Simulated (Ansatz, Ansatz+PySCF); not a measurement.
```xyz
3

H     0.0000    0.0000   -2.5443
Be    0.0000    0.0000    0.0000
H     0.0000    0.0000    2.5443
```

Basis set: 6-31G (spherical functions). All electrons are correlated. Charge 0, multiplicity 1.

Computed with Ansatz (development build ahead of 0.2.0); each method stands on the lowest determinant of its kind that the runs found. Restricted open shells among the atoms or ions are ROHF, correlated in semicanonical orbitals with singles. Restricted functionals stand beside restricted open-shell atoms, which can lie above the unrestricted atoms usual in DFT and then raise those values.

Question: Give the atomization energy at this shape (free ground-state atoms in the same class of orbitals less the molecule, no zero-point energy) of singlet BeH₂ by PBE0 (unrestricted), PBE0 (restricted), RHF-CCSD(T), UHF-MP2, RHF-MP2, RHF, UHF.

Answer:

```json
{"method": "PBE0 (unrestricted)", "atomization energy": "17.77 kcal/mol"}
{"method": "PBE0 (restricted)", "atomization energy": "8.25 kcal/mol"}
{"method": "RHF-CCSD(T)", "atomization energy": "9.08 kcal/mol"}
{"method": "UHF-MP2", "atomization energy": "6.08 kcal/mol"}
{"method": "RHF-MP2", "atomization energy": "-14.75 kcal/mol"}
{"method": "RHF", "atomization energy": "-35.02 kcal/mol"}
{"method": "UHF", "atomization energy": "8.83 kcal/mol"}
```

Caution for PBE0 (unrestricted), PBE0 (restricted): charge can spread falsely over distant fragments. Caution for PBE0 (unrestricted), UHF-MP2, UHF: the unrestricted determinant is a mixture of spin states. Caution for PBE0 (restricted), RHF-CCSD(T), RHF-MP2, RHF: an unrestricted determinant lies well below. Caution for RHF-CCSD(T), RHF-MP2: large amplitudes, a single reference is doubtful. Caution for UHF-MP2: bonds are stretched, where a single reference can fail. Caution for UHF-MP2, UHF: the determinant may break the point group. Caution for RHF: the molecule lies well above its atoms at this level. Caution for UHF: a free atom is spin contaminated.

This basis has no polarisation functions and is too small for such energies, which can lie far from measured ones in either direction.
